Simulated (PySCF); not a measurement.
Computed IR spectrum (relative IR intensity) of a molecule C3H8ClNSi. Geometry: PBE-D3(BJ)/def2-SVP. The values are those of a single conformer. Calculation: PBE-D3(BJ)/def2-SVP (PySCF). Frequencies are harmonic and unscaled.

Lines under 2 % of the strongest are left out, and lines within 2 cm⁻¹ are merged.

```csv
ν (cm⁻¹),relative intensity
101,2.2
214,5.7
297,4.1
396,5.4
516,32
646,8.8
687,14
717,11
779,9.2
811,100
866,52
890,25
994,12
1210,13
1272,11
1369,3.4
1394,3.0
1407,15
1666,2.8
2159,61
2850,31
2896,37
3012,8.3
3035,3.8
```

Which structure fits?
(A) CN1C[SiH](Cl)C1
(B) C/N=C/[Si@@H](C)Cl
(C) [SiH3]/N=C\CCCl
(D) Cl[Si@H]1CCCN1

B, C/N=C/[Si@@H](C)Cl
